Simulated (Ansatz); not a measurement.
Li6⁻, relaxed as a doublet with UKS r2SCAN/def2-TZVPD in Ansatz, starting from the r2SCAN/def2-TZVP geometry of the neutral singlet. Force threshold 0.02 eV/Å.

The relaxed charge -1 doublet is spin-contaminated (final ⟨S²⟩ up to 0.87, 0.75 for a pure state). The highest occupied level of the relaxed charge -1 doublet lies above zero (up to 0.09 eV). It is a level of β spin, whose loss leaves a triplet; that state wasn't run at this geometry and level. The electron is either unbound and held by the finite basis, or the level is raised by self-interaction error. The structure comes from a short search, and lower isomers may exist.

Start:

```xyz
6

Li    0.5102   -0.2755   -1.2002
Li    0.7924    2.4219   -0.2207
Li   -2.2270    0.6325   -1.0876
Li   -0.5094    0.2756    1.2000
Li    2.2260   -0.6336    1.0896
Li   -0.7922   -2.4209    0.2188
```

| step | energy (eV) | largest force component (eV/Å) | SCF passes |
| --- | --- | --- | --- |
| 1 | -1226.8130 | 0.280 | 208 |
| 2 | -1226.9090 | 0.059 | 189 |
| 3 | -1226.9170 | 0.020 | 208 |
| 4 | -1226.9178 | 0.008 | 204 |
| 5 | -1226.9179 | 0.002 | 193 |
| 6 | -1226.9179 | 0.001 | 203 |
| 7 | -1226.9179 | 0.000 | 179 |

Force components are those of the run's own axes.

End:

```xyz
6

Li    0.623   -0.335   -1.441
Li    0.738    2.276   -0.210
Li   -2.092    0.593   -1.023
Li   -0.603    0.329    1.451
Li    2.088   -0.592    1.021
Li   -0.753   -2.272    0.202
```

By distances, no bond broke or formed, bridged metal pairs apart. The bond that changes most is Li1–Li4, from 2.67 to 3.21 Å (atoms count from 1). Metal–metal contacts that move far: Li1–Li4 2.67 to 3.21 Å.

The force fell under the threshold at step 3, but the optimiser went on. No frequencies were taken in this run, so the end may be a saddle point.

Run time 67 s (4 threads of INTEL XEON PLATINUM 8581C on a shared host).
